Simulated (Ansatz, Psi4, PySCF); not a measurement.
Donor–acceptor adduct: BH3 (SMILES B) (first 4 atoms) with AsH3 (SMILES [AsH3]); geometry from B3LYP-D3(BJ)/def2-TZVP, rigid monomers moved along the line of their centres of mass till B1···As5 is 2.93 Å.
(charge 0, multiplicity 1):
```xyz
8

B     -0.0052    -0.0598     0.6296
H     -0.8662     0.7776     0.5787
H     -0.3529    -1.1824     0.3770
H      1.0665     0.2658     0.1928
As     0.5270    -0.2174     3.5037
H     -0.5951    -0.6073     4.4354
H      0.9997     1.0187     4.2301
H      1.5754    -1.1827     4.0022
```

| level | interaction energy (kcal/mol) | minus CCSD(T)/CBS(aug-cc-pVDZ, aug-cc-pVTZ) | cost |
|---|---|---|---|
| HF/6-31G* | -7.03 | 4.21 | - |
| HF/6-31G* (no counterpoise) | -7.30 | 3.94 | - |
| HF/aug-cc-pVDZ | -7.01 | 4.23 | - |
| PBE/def2-TZVPPD | -13.35 | -2.11 | ×1 |
| r2SCAN-D4/def2-TZVPPD | -12.98 | -1.75 | ×2 |
| B3LYP/3-21G (no counterpoise) | -14.30 | -3.07 | - |
| B3LYP/6-31G* | -10.19 | 1.05 | - |
| B3LYP/6-31G* (no counterpoise) | -10.64 | 0.59 | - |
| B3LYP-D4/def2-TZVPPD | -12.13 | -0.89 | ×2 |
| M06-2X/6-31G* (no counterpoise) | -11.75 | -0.51 | - |
| wB97M-V/def2-TZVPPD | -11.70 | -0.47 | ×4 |
| MP2/aug-cc-pVDZ | -10.55 | 0.69 | - |
| CCSD(T)/CBS(aug-cc-pVDZ, aug-cc-pVTZ) | -11.24 | 0.00 | ×100* |
| SAPT0/aug-cc-pVDZ | -10.80 | 0.43 | - |

 The comparison column counts from a level with limits of its own.

The rows run from -14.30 (B3LYP/3-21G (no counterpoise)) to -7.01 kcal/mol (HF/aug-cc-pVDZ).

Interaction energies are E(AB) − E(A) − E(B) at the monomers' geometry in the complex; basis-set methods are counterpoise corrected. Rows marked so take none.

Correlated levels freeze the cores. Filled d and f shells under p-block atoms count as core. CBS(a, b) extrapolates the correlation energy as X⁻³ and adds the Hartree–Fock energy of set b. Rows in 3-21G, 6-31G* carry no dispersion term and start afresh at each structure (6-31G* with six Cartesian d functions); the Pople sets are all-electron and without relativity.

The values were computed with Ansatz (Gaussian orbitals); Psi4 for SAPT; PySCF for 3-21G rows, 6-31G* rows, the dispersion terms. Values without a source in brackets are computed.

Costs are rough ratios of core time to PBE/def2-TZVPPD (about 5 s over the structures, on one shared machine); a dash marks a level with no comparable run of its own. A star marks coupled-cluster runs past 200 virtual orbitals, where the program's memory plan changes under this machine's limit, so their costs aren't comparable with smaller runs.

Ansatz is a first-principles code.
